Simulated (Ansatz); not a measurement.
Steps of a relaxation of C$_{2}$H$_{3}$BO$_{2}$ (`B1OC=CO1`) with RKS PBE-D4/def2-SVP.

```sh
$ ansatz run in.yaml --threads 2 --pin off --events-out ev --progress --plain --max-ram 4352MiB
```

```yaml
crystal:
  periodic: [false, false, false]
  atoms:
    - {symbol: B, position_ang: [-0.461300, 1.222700, 0.092300]}
    - {symbol: O, position_ang: [0.902900, 0.879100, 0.205900]}
    - {symbol: C, position_ang: [0.861600, -0.498200, 0.035000]}
    - {symbol: C, position_ang: [-0.260600, -0.960300, -0.155500]}
    - {symbol: O, position_ang: [-1.288100, 0.032500, -0.169800]}
    - {symbol: H, position_ang: [-0.942300, 2.380100, 0.151400]}
    - {symbol: H, position_ang: [1.810100, -1.113000, 0.089800]}
    - {symbol: H, position_ang: [-0.530200, -2.000000, -0.305000]}
basis:
  gaussian: {orbitals: def2-SVP}
hamiltonian: {xc: pbe, dispersion: d4}
relax: {f_tol: 0.03, max_steps: 200}
```

Positions (Å) and forces (eV/Å) along the path, 5 of 5 steps:

```xyz
8
step=1 energy=-6880.9088 eV
B    -0.461    1.223    0.092   -1.065   -0.561   -0.433
O     0.903    0.879    0.206   -1.412    0.057   -0.098
C     0.862   -0.498    0.035    9.562    2.337    1.496
C    -0.261   -0.960   -0.155   -9.197   -2.624   -1.476
O    -1.288    0.033   -0.170    2.670    1.186    0.605
H    -0.942    2.380    0.151    0.492   -1.016    0.002
H     1.810   -1.113    0.090   -0.648    0.941    0.003
H    -0.530   -2.000   -0.305   -0.403   -0.319   -0.099
8
step=2 energy=-6881.5968 eV
B    -0.460    1.215    0.063   -0.657   -0.677    0.198
O     0.891    0.885    0.218   -0.799   -0.261   -0.302
C     0.906   -0.492    0.047    2.139    0.247    0.314
C    -0.301   -0.979   -0.165   -2.188   -0.053   -0.144
O    -1.266    0.047   -0.141    1.714    0.566   -0.002
H    -0.924    2.333    0.148    0.149   -0.221   -0.058
H     1.858   -1.052    0.100   -0.141    0.420    0.024
H    -0.612   -2.014   -0.327   -0.217   -0.020   -0.029
8
step=3 energy=-6881.6667 eV
B    -0.473    1.195    0.116    0.037   -0.049   -0.962
O     0.878    0.881    0.178   -0.080   -0.253    0.458
C     0.930   -0.496    0.054   -0.302   -0.065   -0.111
C    -0.319   -0.987   -0.149    0.084    0.328   -0.338
O    -1.223    0.069   -0.206    0.237   -0.304    0.736
H    -0.920    2.305    0.158   -0.045    0.142    0.147
H     1.893   -1.010    0.107    0.136    0.081    0.063
H    -0.674   -2.013   -0.314   -0.067    0.121    0.007
8
step=4 energy=-6881.7201 eV
B    -0.470    1.194    0.075    0.045   -0.088   -0.012
O     0.873    0.865    0.203   -0.076    0.115    0.009
C     0.929   -0.503    0.049    0.127   -0.024    0.010
C    -0.315   -0.987   -0.163   -0.064   -0.104   -0.020
O    -1.221    0.050   -0.154   -0.046    0.145    0.015
H    -0.914    2.305    0.150   -0.037    0.091    0.007
H     1.910   -0.984    0.115    0.021   -0.065   -0.005
H    -0.700   -1.997   -0.330    0.030   -0.070   -0.005
8
step=5 energy=-6881.7214 eV
B    -0.470    1.196    0.075   -0.001    0.002    0.001
O     0.871    0.868    0.203    0.001   -0.008   -0.001
C     0.930   -0.503    0.049   -0.001    0.003    0.000
C    -0.316   -0.987   -0.163   -0.004    0.004    0.000
O    -1.223    0.054   -0.154    0.006   -0.007   -0.001
H    -0.916    2.309    0.150   -0.007    0.019    0.001
H     1.908   -0.991    0.114    0.008   -0.004    0.001
H    -0.692   -2.002   -0.330   -0.002   -0.009   -0.001
```

It took 7.5 s on 2 threads of an Arm Neoverse V1 on a shared host, with 0.12 GiB of host memory at the peak.
